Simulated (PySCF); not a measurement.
Which proton of hydrogen selenide is most acidic?

Parent: `[SeH2]` (H2Se). Numbering: `[SeH2:1]`

Energies: ωB97X-D3(BJ)/ma-def2-TZVP (PySCF, density fitting, integration grid level 2) on PBE0-D3(BJ)/ma-def2-SVP structures. ωB97X-D3(BJ) is ωB97X-V with D3(BJ) in place of VV10. Zero-point and thermal terms (298.15 K, 1 bar) come from unscaled PBE0-D3(BJ)/ma-def2-SVP harmonic frequencies, with soft modes damped to free rotors in the entropy.

```tsv
site	product	ΔH(acid) / eV	ΔG(acid) / eV
Se1 (selenium)	[SeH]-	14.91	14.63
```

ΔH and ΔG refer to AH → A⁻ + H⁺ in the gas phase.

In methanol the product from Se1 is solvated 2.61 eV more strongly than the parent (electrostatics only).

Measured values (NIST Chemistry WebBook, evaluated or the median of agreeing entries): deprotonation enthalpy (ΔH) 1431 kJ/mol (computed 1438, difference 7); gas-phase acidity (ΔG) 1405 kJ/mol (computed 1412, difference 7).

Known limits: atoms from Ga to Kr are treated without relativity.
